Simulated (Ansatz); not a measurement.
Worked example: C5H12 + CHCl2I → C4H9I + C2H4Cl2

Species: C5H12 (neopentane) `CC(C)(C)C`, singlet; CHCl2I (dichloroiodomethane) `ClC(Cl)I`, singlet; C4H9I (tert-butyl iodide) `CC(C)(C)I`, singlet; C2H4Cl2 (1,1-dichloroethane) `CC(Cl)Cl`, singlet. The partners trade CH3 for I; both sit on C, so the bond types are kept.

Shapes, held fixed at every level: PBE0-D4/def2-TZVP. Programs: Ansatz 0.2.0. Electronic energies: no zero-point or thermal term.

At CCSD(T)/def2-TZVPP; 1 Eh = 2625.50 kJ/mol:

| species | energy (Eh) |
| --- | --- |
| C5H12 | -197.402711 |
| CHCl2I | -1255.212443 |
| C4H9I | -454.705305 |
| C2H4Cl2 | -997.929613 |

Question: Work out ΔE of the reaction at this level.

Answer: 
1. Products less reactants: (-454.705305) + (-997.929613) − [(-197.402711) + (-1255.212443)] = -0.019764 Eh = -51.9 kJ/mol.

Other levels give -55.9 (MP2/def2-SVP) to -49.0 kJ/mol (wB97M-V/def2-TZVPP). No measured value is set beside it here. For atoms past krypton def2 sets carry core potentials with scalar relativity. Outer-core shells of I are correlated in most correlated rows, in sets that cover them unevenly.
